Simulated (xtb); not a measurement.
A run for xtb: GFN1-xTB on BH2IO2 (SMILES OB(O)I), a point of a torsion scan.

```
$ xtb mol.xyz --gfn 1 --sp --chrg 0 --uhf 0
6

O      0.15688664     1.34107240    -0.18895477
B     -0.00567704     0.02365186    -0.05740414
O     -0.51815108    -0.51665469     1.05340897
I      0.76072572    -1.18604801    -1.64870459
H      0.23925258     1.87759855     0.59802056
H     -0.61944905    -1.46444190     1.13237174
```

The head of its log:

```
[...]
           -------------------------------------------------
          |                Calculation Setup                |
           -------------------------------------------------



           -------------------------------------------------
          |                 G F N 1 - x T B                 |
           -------------------------------------------------

        Reference                      10.1021/acs.jctc.7b00118
      * Hamiltonian:
        H0-scaling (s, p, d)           1.850000    2.250000    2.000000
        zeta-weighting                 0.000000
      * Dispersion:
        s8                             2.400000
        a1                             0.630000
        a2                             5.000000
        s9                             0.000000
      * Repulsion:
        kExp                           1.500000
        rExp                           1.000000
      * Coulomb:
        alpha                          2.000000
        third order                    atomic
        anisotropic                    false
      * Halogen bond correction:
        rad-scale                      1.300000
        damping                        0.440000


          ...................................................
          :                      SETUP                      :
          :.................................................:
          :  # basis functions                  26          :
          :  # atomic orbitals                  25          :
          :  # shells                           13          :
          :  # electrons                        24          :
          :  # halogen bonds                     2          :
          :  max. iterations                   250          :
          :  Hamiltonian                  GFN1-xTB          :
          :  restarted?                      false          :
          :  GBSA solvation                  false          :
          :  PC potential                    false          :
          :  electronic temp.          300.0000000     K    :
          :  accuracy                    1.0000000          :
          :  -> integral cutoff          0.2500000E+02      :
          :  -> integral neglect         0.1000000E-07      :
          :  -> SCF convergence          0.1000000E-05 Eh   :
          :  -> wf. convergence          0.2000000E-04 e    :
          :  Broyden damping             0.4000000          :
          :  net charge                          0          :
          :  unpaired electrons                  0          :
          ...................................................

 iter      E             dE          RMSdq      gap      omega  full diag
   1    -15.9351310 -0.159351E+02  0.793E+00    7.31       0.0  T
   2    -16.0500592 -0.114928E+00  0.431E+00    5.48       1.0  T
```

### Question
What total energy does the run end on?

### Answer
-15.9519 hartree.
